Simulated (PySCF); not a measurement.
Ionisation energy of Os⁺ by level of theory

Os⁺ [Xe] 4f14 5d6 6s1 (6D) → Os²⁺ [Xe] 4f14 5d6 (5D), as a difference of total energies. All numbers are calculated (PySCF 2.14, a scalar-relativistic core potential, in aug-cc-pVTZ-PP with ECP60MDF (6s6p5d3f2g, 88 functions)). Correlated levels: valence: 5s2 5p6 frozen. The calculations carry no spin-orbit coupling.

```csv
method,ionisation energy (eV)
UHF,16.025
LDA,17.871
PBE,17.558
PBE0,17.295
r2SCAN,17.580
B97-3,17.019
PBEsol,17.631
CAM-B3LYP,17.165
B2PLYP,17.018
MP2 (valence),16.880
SCS-MP2 (valence),16.509
```

How much does correlation contribute at MP2 (valence)?

16.880 − (16.025) = 0.855 eV, measured against UHF.

The reference lies between the lowest fine-structure levels, while these numbers refer to the centres of the terms.

Errors of the correlated levels include the incompleteness of this basis and the frozen core.

For comparison: 17 ± 1 eV (semi-empirical (NIST evaluation); NIST Atomic Spectra Database, ionization energies).
